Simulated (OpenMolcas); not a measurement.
# C, Si, Ge, Sn, Pb: ns2 np2 down the group

```yaml
Program: OpenMolcas 26.06
Method: CASSCF
Basis: ANO-R2
Scalar_Hamiltonian: X2C, finite nucleus
Spin-orbit_coupling: state interaction with AMFI integrals over the reference wave functions, term energies averaged over their components
```

Active space for each ion: 4 electrons in 8 orbitals (s p s p).

Computed levels in cm-1 above 3P0:

```tsv
Level	C	Si	Ge	Sn	Pb
3P1	14.5	62.2	460	1386	6327
3P2	43.4	182	1189	2994	9778
1D2	11966	8500	9042	10048	19524
1S0	18810	14772	16003	16661	27378
weight of 3P in the lowest level (%)	100	100	100	97	88
```

Mixed levels, with the weight of the term that names them: Pb 3P2 (72 %), Pb 1D2 (72 %).

Measured, with the error of the calculation in %. Measured levels: C, Si, Ge, Sn, Pb from NIST Handbook of Basic Atomic Spectroscopic Data.

```tsv
Level	C	Si	Ge	Sn	Pb
3P1	16.4 (-11.4)	77.1 (-19.3)	557 (-17.3)	1692 (-18.1)	7819 (-19.1)
3P2	43.4 (+0.1)	223 (-18.5)	1410 (-15.7)	3428 (-12.6)	10650 (-8.2)
1D2	10193 (+17.4)	6299 (+34.9)	7125 (+26.9)	8613 (+16.7)	21458 (-9.0)
1S0	21648 (-13.1)	15394 (-4.0)	16367 (-2.2)	17162 (-2.9)	29467 (-7.1)
```

The fine-structure level 3P2 changes by a factor of 225 from C to Pb.

Without spin-orbit coupling 1D lies 11937, 8377, 8160, 7472, 7411 cm-1 above 3P in that order; the difference to the level 1D2, of either sign, comes from spin-orbit coupling, which also lowers the zero.

Without dynamic correlation excited terms often stand tens of per cent too high (terms of higher spin than the ground term too low), and those without a measured partner can miss by more than the paired ones (holds for C; Si; Ge). Active for correlation alone: 3p 3s; no level in the range computed is led by a configuration that fills them, so any true level of that kind is missing (holds for C). Active for correlation alone: 4p 4s; no level in the range computed is led by a configuration that fills them, so any true level of that kind is missing (holds for Si). Active for correlation alone: 5p 5s; no level in the range computed is led by a configuration that fills them, so any true level of that kind is missing (holds for Ge). Active for correlation alone: 6p 6s; no level in the range computed is led by a configuration that fills them, so any true level of that kind is missing (holds for Sn). Some high roots are left out of the spin-orbit mixing, which shifts the levels that they would mix with (holds for Pb). Active for correlation alone: 7p 7s; no level in the range computed is led by a configuration that fills them, so any true level of that kind is missing (holds for Pb). Computed and measured levels are paired by configuration, term and J; levels that our copy of the source lacks, or whose pairing is in doubt (as where it misses far off the trend of its configuration), stay unpaired and out of the deviations. Where the source uses jj or jK labels, the order within each J decides. Only configurations of the active space appear.
